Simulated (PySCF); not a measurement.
Computed shifts of a molecule C₅H₅FO, PBE/pcSseg-1 (PySCF), GIAO, gas phase, equivalent atoms averaged, in ppm (number of nuclei): ¹³C: 116.6 (1), 84.2 (1), 79.2 (1), 69.1 (1), 42.3 (1). ¹⁹F: -109.3 (1). ¹H: 4.87 (1), 4.73 (1), 3.19 (2), 2.73 (1). References: ¹³C against TMS (σ = 182.0 ppm); ¹⁹F against CFCl3 (σ = 133.6 ppm); ¹⁷O against H2O (σ = 334.3 ppm); ¹H against TMS (σ = 31.49 ppm), references at their B3LYP-D3(BJ)/def2-TZVP geometries, non-relativistic. Coordinates come from a ωB97X-D3(BJ)/def2-SVP optimisation. Other conformers were not sampled.

**Question.** Identify the compound among the candidates.
A) C#C[C@@]1(F)CCO1
B) C#C[C@@]1(F)C[C@H]1O
C) O=C[C@@H]1C=C(F)C1
D) O=C[C@]1(F)C=CC1

**Answer.** A, C#C[C@@]1(F)CCO1
